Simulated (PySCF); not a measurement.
This PySCF input asks for the NMR shieldings of `C=C[C@](C=O)(CC)C[SiH3]`, C$_{7}$H$_{14}$OSi; the geometry comes from GFN2-xTB.

```python
import basis_set_exchange as bse
import numpy as np
from pyscf import gto, dft
from pyscf.prop import nmr

atoms = """
C    -1.559052    1.997119    0.922440
C    -1.455472    1.063233   -0.005213
C    -0.204790    0.302275   -0.396322
C     0.153229    0.944715   -1.721498
O    -0.114669    0.516071   -2.807677
C    -0.567061   -1.173305   -0.620502
C    -1.035458   -1.874568    0.647171
C     0.950808    0.498172    0.584924
Si    2.545695   -0.445968    0.138079
H    -0.732625    2.314438    1.534653
H    -2.501339    2.479797    1.120896
H    -2.325606    0.791793   -0.589750
H     0.672188    1.917339   -1.602522
H     0.302546   -1.691665   -1.030263
H    -1.354959   -1.218485   -1.375798
H    -1.853065   -1.325099    1.110035
H    -1.384890   -2.876742    0.410119
H    -0.225915   -1.961380    1.367659
H     0.615039    0.219306    1.584409
H     1.188367    1.563527    0.627554
H     2.789735   -0.341541   -1.300575
H     2.448653   -1.852004    0.534477
H     3.643890    0.179955    0.877781
"""
names = dict.fromkeys(["C", "O", "Si", "H"], "pcSseg-1")
basis = {el: gto.basis.parse(bse.get_basis(n, elements=[el], fmt="nwchem")) for el, n in names.items()}
mol = gto.M(atom=atoms, basis=basis, charge=0, verbose=0)
mf = dft.RKS(mol, xc="PBE0")
mf.grids.level = 2
mf.grids.alignment = dft.numint.BLKSIZE   # the property module wants whole blocks of grid points
mf.conv_tol = 1e-9
mf.kernel()

calc = nmr.RKS(mf)   # GIAO
C = mf.mo_coeff
Co = C[:, mf.mo_occ > 0]
resp = mf.gen_response(singlet=True, hermi=2)
def vind(x):   # induced exchange potential for any number of trial vectors
    d = np.einsum("pi,xij,qj->xpq", C, 2 * x.reshape(-1, C.shape[1], Co.shape[1]), Co, optimize=True)
    return np.einsum("xpq,pi,qj->xij", resp(d - d.transpose(0, 2, 1)), C, Co, optimize=True).ravel()
mo1, _ = nmr.rhf.solve_mo1(calc, with_cphf=vind)
sigma = calc.kernel(mo1)
for i, s in enumerate(sigma):   # ppm
    print("%2d %-2s %9.2f" % (i, mol.atom_pure_symbol(i), np.trace(s) / 3))
```

Task: What are the results?

Result: 
```
 0 C      60.45
 1 C      36.66
 2 C     127.82
 3 C     -19.46
 4 O    -330.02
 5 C     157.01
 6 C     176.78
 7 C     177.97
 8 Si    428.02
 9 H      26.09
10 H      25.91
11 H      25.98
12 H      22.45
13 H      30.38
14 H      29.58
15 H      30.88
16 H      30.61
17 H      30.92
18 H      30.76
19 H      30.53
20 H      28.06
21 H      27.86
22 H      27.90
```

These numbers come from an equivalent density-fitted implementation of the same equations, which agrees with the script to about 0.01 ppm for H and up to a few tenths of a ppm for heavy atoms, so last digits may differ.

Task: Turn these shieldings into chemical shifts. δ = σ(ref) − σ, references computed at the same level: TMS for ¹³C (σref 186.93), ²⁹Si (σref 349.16), ¹H (σref 31.72); H2O for ¹⁷O (σref 336.08).

Result: Averaging equivalent atoms: C 3: 206.4; C 1: 150.3; C 0: 126.5; C 2: 59.1; C 5: 29.9; C 6: 10.1; C 7: 9.0; O 4: 666.1; Si 8: -78.9; H 12: 9.27; H 10: 5.80; H 11: 5.73; H 9: 5.63; H 20/21/22: 3.78; H 14: 2.13; H 13: 1.34; H 19: 1.18; H 18: 0.96; H 15/16/17: 0.91 ppm. Unscaled 17O shifts of doubly bonded oxygen tend to come out too high, by tens of ppm or more. Experimental scales use liquid or dissolved standards, which lie at an offset from isolated H2O (liquid H2O: subtract about 36 ppm).

Size and cost of the density-fitted run: 230 basis functions, 100 s wall time on 1 thread of an Arm Neoverse N1, shared host; peak memory 1.1 GiB.
